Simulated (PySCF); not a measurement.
Si(3+) (silicon, charge +3): UHF calculation

Configuration: [Ne] 3s1, 2S determinant. Calculation: PySCF 2.14, in aug-cc-pVQZ-DK (7s6p4d3f2g, 84 functions); the spin-free X2C one-electron Hamiltonian (Gaussian nucleus).

```
Total energy                        : -287.422362 hartree
One-electron energy                 : -383.9202 hartree
Hartree (Coulomb) energy            : 116.0800 hartree
Exchange energy                     : -19.5822 hartree
⟨S²⟩                                : 0.7500
⟨L²⟩                                : 0.000
Sum of ⟨r⟩                          : 6.404 bohr
Sum of ⟨r²⟩                         : 6.866 bohr²
Langevin diamagnetic susceptibility : -5.44 ×10⁻⁶ cm³/mol
```

```
shell  electrons  mean orbital energy (hartree)  rms radius, mean of both spins (bohr)
 1s α          1                      -70.37122                                  0.129
 1s β          1                      -70.35361                                  0.129
 2s α          1                       -7.53031                                  0.611
 2s β          1                       -7.49327                                  0.611
 2p α          3                       -5.59555                                  0.596
 2p β          3                       -5.58148                                  0.596
 3s α          1                       -1.64502                                   1.99
```

Densities and radii are taken from the X2C orbitals without a picture-change correction, which distorts them close to the nucleus.
